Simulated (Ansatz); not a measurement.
Basis-set extrapolation for `CC(C)O[SiH](F)F` (PBE0-D4/def2-TZVP geometry, frozen core, the Gaussian-basis code of Ansatz). Multiplicity 1, RHF reference.

```tsv
	def2-TZVPP	def2-QZVPP
HF	-681.319869	-681.348835
MP2 correlation	-1.371985	-1.482746
CCSD(T) correlation	-1.462636	not run
```

Energies in hartree. Use E(X) = E(∞) + A·exp(−7.88·√X) for Hartree–Fock and E(X) = E(∞) + B·X^(−2.97) for correlation, with X = 3 and 4, and add CCSD(T) minus MP2 of the smaller set to the MP2 limit.

Q: What is the CCSD(T) energy at the basis-set limit?

A: HF limit: -681.348835 + (-0.028966) × 0.13774 = -681.35282. MP2 limit: -1.482746 + (-0.110761) × 0.74074 = -1.56479. Higher-order term: -1.462636 − (-1.371985) = -0.09065. Total: -683.00826 hartree, 6.14 eV below CCSD(T)/def2-TZVPP.
